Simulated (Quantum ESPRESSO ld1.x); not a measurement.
Values are calculated unless marked as measured or tabulated.
Lu3+, configuration [Xe] 4f14.

Code: ld1.x of Quantum ESPRESSO 7.5. Model: scalar-relativistic Kohn-Sham, LDA (Slater exchange, Perdew-Wang correlation), spin-polarised, spherical densities, point nucleus.

Energy parts (eV):
| part | energy |
|---|---|
| total | -396007.4 |
| kinetic | 432668.0 |
| electron-nucleus | -974335.2 |
| Hartree | 153568.7 |
| exchange-correlation | -7908.8 |

Orbitals (lengths in bohr, moments of r in powers of bohr; <r^-3> diverges for s and p1/2):
| orbital | occ. | eigenvalue (eV) | <r> | <r^-3> | <1/r> | <r^2> |
|---|---|---|---|---|---|---|
| 1s | 2 | -63218.4 | 0.01933 | - | 82.17 | 0.0005126 |
| 2s | 2 | -10784.7 | 0.08188 | - | 19.17 | 0.007927 |
| 2p | 6 | -9494.39 | 0.07294 | 16850 | 17.55 | 0.006498 |
| 3s | 2 | -2464.08 | 0.2128 | - | 7.085 | 0.05177 |
| 3p | 6 | -2076.95 | 0.2125 | 3695 | 6.585 | 0.05232 |
| 3d | 10 | -1611.44 | 0.1925 | 483.3 | 6.235 | 0.04347 |
| 4s | 2 | -511.293 | 0.4782 | - | 3.001 | 0.2583 |
| 4p | 6 | -384.223 | 0.5082 | 845.2 | 2.735 | 0.2940 |
| 4d | 10 | -218.491 | 0.5479 | 93.28 | 2.420 | 0.3487 |
| 4f | 14 | -36.5716 | 0.7161 | 13.97 | 1.834 | 0.6724 |
| 5s | 2 | -88.0272 | 1.165 | - | 1.140 | 1.527 |
| 5p | 6 | -58.2646 | 1.370 | 110.4 | 0.9521 | 2.126 |

The highest occupied level is 4f at -36.572 eV. The density falls to 0.001 e/bohr^3 at r = 3.05 bohr.
